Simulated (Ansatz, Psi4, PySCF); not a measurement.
Cl₄Te, charge +1, doublet, at a GFN2-xTB geometry (a state made from the parent by changing its charge; the spin is typed, not shown lowest) (all electrons, no relativity). Base run: B3LYP/STO-3G (PySCF).

Geometry (Å):
```xyz
5

Te    -0.0057     0.0124     0.2669
Cl     1.1134    -1.4350    -1.0890
Cl     1.8528     1.5073     0.7399
Cl    -1.0629     1.3260    -1.2636
Cl    -1.8857    -1.4361     0.7961
```
Charge +1, spin multiplicity 2.
Orbitals are unrestricted.
All else is at PySCF's defaults.

The same geometry, method and basis name were run in Ansatz (an electronic-structure program) and Psi4 and PySCF, at each program's defaults and at the settings that a row names. The base is PySCF at its defaults. Differences at the defaults can come from grids, fitting, cores and function types together.

```
code and settings                                                               ΔE vs base (mEh)  basis functions       E (Eh)  SCF cycles
------------------------------------------------------------------------------  ----------------  ---------------  -----------  ----------
PySCF, defaults (exact integrals, its default grid, spherical functions)                   0.000               63  -8369.66517           9
Ansatz, defaults (factorised integrals, its default grid, spherical functions)            -0.010               63  -8369.66518           -
PySCF, fine grid                                                                          -0.021               63  -8369.66519           9
Psi4, exact integrals, spherical functions, fine grid                                      0.009               63  -8369.66516          10
Ansatz, high accuracy                                                                     -0.016               63  -8369.66519           -
```

Open shells are given as the SCF converged; they aren't shown to be the lowest states, and a large step between rows can be another state.
